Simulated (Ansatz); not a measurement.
Si4Ge⁻, relaxed as a doublet with UKS B3LYP-D4/def2-SVPD in Ansatz, starting from the GFN2-xTB geometry. Force threshold 0.02 eV/Å.

The structure comes from a short search, and lower isomers may exist.

Start:

```xyz
5

Si   -0.911   -0.660   -1.210
Si   -0.578    0.024    1.548
Si    1.526    0.547   -0.321
Si    0.623   -1.470    0.294
Ge   -0.659    1.558   -0.311
```

Task: Estimate the energy that the relaxation releases and the steps that it takes.

Result: 0.12 eV, in 4 steps; 17 s on 4 threads of Arm Neoverse V2 on a shared host. No frequencies were taken in this run, so the end may be a saddle point.

Task: Does the start keep its bonding and symmetry?

Result: By distances, no bond broke or formed. The bond that changes most is Si2–Si4, from 2.29 to 2.35 Å (atoms count from 1). Point group C3v at the start, C3v at the end, both within 0.05 Å.

Task: Predict the relaxed structure.

Result: 
```xyz
5

Si   -0.896   -0.642   -1.188
Si   -0.570    0.034    1.517
Si    1.494    0.544   -0.316
Si    0.662   -1.563    0.310
Ge   -0.689    1.627   -0.323
```
Bond lengths: 3 × Ge–Si 2.44 Å; 3 × Si–Si 2.35 Å.
